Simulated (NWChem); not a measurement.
All runs are NWChem calculations. System: F$_{3}$Ge, charge 0, spin multiplicity 2, at a geometry optimised with UB3LYP/def2-SVP. The structure started from a generated list of species. Its SCF solution wasn't tested for a lower state. Level: UHF/def2-TZVP.

The NWChem input:

```
start mol
memory heap 200 mb stack 900 mb global 1100 mb
geometry units angstroms nocenter noautoz
  F      0.802762    -0.360441     1.391756
  Ge     0.000681     0.302564     0.000000
  F      0.802762    -0.360441    -1.391756
  F     -1.607946    -0.354901     0.000000
  symmetry group Cs
end
basis spherical
  * library def2-tzvp
end
scf
  uhf
  nopen 1
  maxiter 100
  thresh 1e-7
  semidirect memsize 60000000 filesize 0
  # guess.movecs holds the orbitals of an unrestricted PBE0 run
  vectors input guess.movecs output mol.movecs
end
task scf energy
```

Output (cleaned and shortened):

```
             Northwest Computational Chemistry Package (NWChem) 7.3.0
             --------------------------------------------------------

                                NWChem Input Module
                                -------------------

 Scaling coordinates for geometry "geometry" by  1.889725989
 (inverse scale =  0.529177249)

 Turning off AUTOSYM since
 SYMMETRY directive was detected!

                             Geometry "geometry" -> ""
                             -------------------------

 Output coordinates in angstroms (scale by  1.889725989 to convert to a.u.)

  No.       Tag          Charge          X              Y              Z
 ---- ---------------- ---------- -------------- -------------- --------------
    1 F                    9.0000     0.80276200    -0.36044100     1.39175600
    2 Ge                  32.0000     0.00068100     0.30256400     0.00000000
    3 F                    9.0000     0.80276200    -0.36044100    -1.39175600
    4 F                    9.0000    -1.60794600    -0.35490100     0.00000000

 Effective nuclear repulsion energy (a.u.)     309.2941111287

            Nuclear Dipole moment (a.u.)
            ----------------------------
        X                 Y               Z
 ---------------- ---------------- ----------------
    -0.0000113384     0.0000018897     0.0000000000

      Symmetry information
      --------------------

 Group name             Cs
 Group number              2
 Group order               2
 No. of unique centers     3

      Symmetry unique atoms

     1    2    4


 Summary of "ao basis" -> "" (spherical)
 ------------------------------------------------------------------------------
       Tag                 Description            Shells   Functions and Types
 ---------------- ------------------------------  ------  ---------------------
 *                         def2-tzvp                  on all atoms

 Summary of "ao basis" -> "ao basis" (spherical)
 ------------------------------------------------------------------------------
       Tag                 Description            Shells   Functions and Types
 ---------------- ------------------------------  ------  ---------------------
 F                         def2-tzvp                11       31   5s3p2d1f
 Ge                        def2-tzvp                16       48   6s5p4d1f

                                 NWChem SCF Module
                                 -----------------

  ao basis        = "ao basis"
  functions       =   141
  atoms           =     4
  alpha electrons =    30
  beta  electrons =    29
  charge          =   0.00
  wavefunction    = UHF
  use symmetry    = T
  symmetry adapt  = T

 Summary of "ao basis" -> "ao basis" (spherical)
 ------------------------------------------------------------------------------
       Tag                 Description            Shells   Functions and Types
 ---------------- ------------------------------  ------  ---------------------
 F                         def2-tzvp                11       31   5s3p2d1f
 Ge                        def2-tzvp                16       48   6s5p4d1f

      Symmetry analysis of basis
      --------------------------

        a'         84
        a"         57

 Forming initial guess at       0.1s

   Symmetry analysis of molecular orbitals - initial alpha
   -------------------------------------------------------

  Numbering of irreducible representations:

     1 a'          2 a"

  Orbital symmetries:

     1 a'          2 a'          3 a'          4 a"          5 a'
[...]
              MO Center=  1.1D-01, -3.4D-01, -7.0D-13, r^2= 3.0D+00
   Bfn.  Coefficient  Atom+Function         Bfn.  Coefficient  Atom+Function
  ----- ------------  ---------------      ----- ------------  ---------------
     8      0.286213  1 F  pz                87      0.286213  3 F  pz
   118      0.260885  4 F  pz                11      0.248200  1 F  pz
    90      0.248200  3 F  pz               121      0.230711  4 F  pz

 Vector   29  Occ=1.000000D+00  E=-6.441328D-01  Symmetry=a"
              MO Center=  4.1D-04, -3.5D-01, -3.6D-15, r^2= 3.0D+00
   Bfn.  Coefficient  Atom+Function         Bfn.  Coefficient  Atom+Function
  ----- ------------  ---------------      ----- ------------  ---------------
   118      0.285924  4 F  pz               121      0.251561  4 F  pz
     6      0.247784  1 F  px                85     -0.247784  3 F  px
     9      0.218009  1 F  px                88     -0.218009  3 F  px
   124      0.158801  4 F  pz

 Vector   30  Occ=0.000000D+00  E=-3.245807D-02  Symmetry=a'
              MO Center=  2.1D-03,  9.4D-01,  3.5D-15, r^2= 2.3D+00
   Bfn.  Coefficient  Atom+Function         Bfn.  Coefficient  Atom+Function
  ----- ------------  ---------------      ----- ------------  ---------------
    37      0.954563  2 Ge s                 51      0.315975  2 Ge py
    36      0.258373  2 Ge s                 35     -0.198830  2 Ge s
    48      0.187844  2 Ge py                 5     -0.157031  1 F  s
    84     -0.157031  3 F  s                115     -0.157034  4 F  s

 Vector   31  Occ=0.000000D+00  E= 1.568479D-01  Symmetry=a"
              MO Center= -1.7D-01,  7.5D-01, -1.3D-12, r^2= 4.3D+00
   Bfn.  Coefficient  Atom+Function         Bfn.  Coefficient  Atom+Function
  ----- ------------  ---------------      ----- ------------  ---------------
    52      1.378902  2 Ge pz                 5     -0.581054  1 F  s
    84      0.581054  3 F  s                 49      0.231388  2 Ge pz
   124     -0.179635  4 F  pz                13     -0.162907  1 F  py
    92      0.162907  3 F  py                12      0.154085  1 F  px
    91     -0.154085  3 F  px

 Vector   32  Occ=0.000000D+00  E= 1.568566D-01  Symmetry=a'
              MO Center=  1.7D-01,  7.5D-01, -6.3D-13, r^2= 4.3D+00
   Bfn.  Coefficient  Atom+Function         Bfn.  Coefficient  Atom+Function
  ----- ------------  ---------------      ----- ------------  ---------------
    50      1.378967  2 Ge px               115      0.671122  4 F  s
     5     -0.335392  1 F  s                 84     -0.335392  3 F  s
    47      0.231380  2 Ge px               123      0.187293  4 F  py
   122      0.177563  4 F  px                14      0.154401  1 F  pz
    93     -0.154401  3 F  pz

 center of mass
 --------------
 x =   0.00006245 y =   0.02782904 z =   0.00000000

 moments of inertia (a.u.)
 ------------------
         313.065940242776           0.490968365855           0.000000000000
           0.490968365855         525.680642460922           0.000000000000
           0.000000000000           0.000000000000         313.091467829807

  Mulliken analysis of the total density
  --------------------------------------

    Atom       Charge   Shell Charges
 -----------   ------   -------------------------------------------------------
    1 F    9     9.44   0.77  1.20  0.60  1.01  0.35  2.23  2.27  1.00  0.00  0.01  0.00
    2 Ge  32    30.68   2.00  2.00  1.16  0.80  0.75  0.37  5.98  4.41  1.59  0.92  0.20  8.96  1.08  0.19  0.14  0.13
    3 F    9     9.44   0.77  1.20  0.60  1.01  0.35  2.23  2.27  1.00  0.00  0.01  0.00
    4 F    9     9.44   0.77  1.20  0.60  1.01  0.35  2.23  2.27  1.00  0.00  0.01  0.00

  Mulliken analysis of the alpha density
  --------------------------------------

    Atom       Charge   Shell Charges
 -----------   ------   -------------------------------------------------------
    1 F    9     4.75   0.39  0.60  0.30  0.51  0.17  1.14  1.15  0.49  0.00  0.00  0.00
    2 Ge  32    15.75   1.00  1.00  0.58  0.39  0.48  0.32  2.99  2.21  0.79  0.57  0.16  4.47  0.54  0.10  0.08  0.07
    3 F    9     4.75   0.39  0.60  0.30  0.51  0.17  1.14  1.15  0.49  0.00  0.00  0.00
    4 F    9     4.75   0.39  0.60  0.30  0.51  0.17  1.14  1.15  0.49  0.00  0.00  0.00

   Mulliken analysis of the beta density
   -------------------------------------

    Atom       Charge   Shell Charges
 -----------   ------   -------------------------------------------------------
    1 F    9     4.69   0.39  0.60  0.30  0.50  0.18  1.09  1.12  0.51  0.00  0.00  0.00
    2 Ge  32    14.92   1.00  1.00  0.57  0.41  0.27  0.05  2.99  2.20  0.80  0.35  0.05  4.49  0.54  0.09  0.06  0.07
    3 F    9     4.69   0.39  0.60  0.30  0.50  0.18  1.09  1.12  0.51  0.00  0.00  0.00
    4 F    9     4.69   0.39  0.60  0.30  0.50  0.18  1.09  1.12  0.51  0.00  0.00  0.00

   Mulliken analysis of the spin density
   -------------------------------------

    Atom       Charge   Shell Charges
 -----------   ------   -------------------------------------------------------
    1 F    9     0.06   0.00 -0.00  0.00  0.00 -0.01  0.05  0.03 -0.02  0.00 -0.00  0.00
    2 Ge  32     0.83   0.00  0.00  0.01 -0.02  0.21  0.27  0.00  0.01 -0.01  0.22  0.11 -0.01  0.01  0.01  0.02  0.00
    3 F    9     0.06   0.00 -0.00  0.00  0.00 -0.01  0.05  0.03 -0.02  0.00 -0.00  0.00
    4 F    9     0.06   0.00 -0.00  0.00  0.00 -0.01  0.05  0.03 -0.02  0.00 -0.00  0.00

       Multipole analysis of the density wrt the origin
       ------------------------------------------------

     L   x y z        total         alpha         beta         nuclear
     -   - - -        -----         -----         ----         -------
     0   0 0 0     -0.000000    -30.000000    -29.000000     59.000000

     1   1 0 0      0.002357     -0.000770      0.003139     -0.000011
     1   0 1 0      1.052558     -0.339100      1.391656      0.000002
     1   0 0 1      0.000000      0.000000      0.000000      0.000000

     2   2 0 0    -25.990800    -76.302704    -74.207933    124.519837
     2   1 1 0      0.010022      0.118888      0.125831     -0.234697
     2   1 0 1     -0.000000      0.000000     -0.000000      0.000000
     2   0 2 0    -21.654989    -24.838548    -19.676790     22.860349
     2   0 1 1     -0.000000     -0.000000      0.000000      0.000000
     2   0 0 2    -25.990246    -76.296307    -74.201689    124.507749

 Task  times  cpu:       11.8s     wall:       11.8s

 Total times  cpu:       11.8s     wall:       11.8s
```
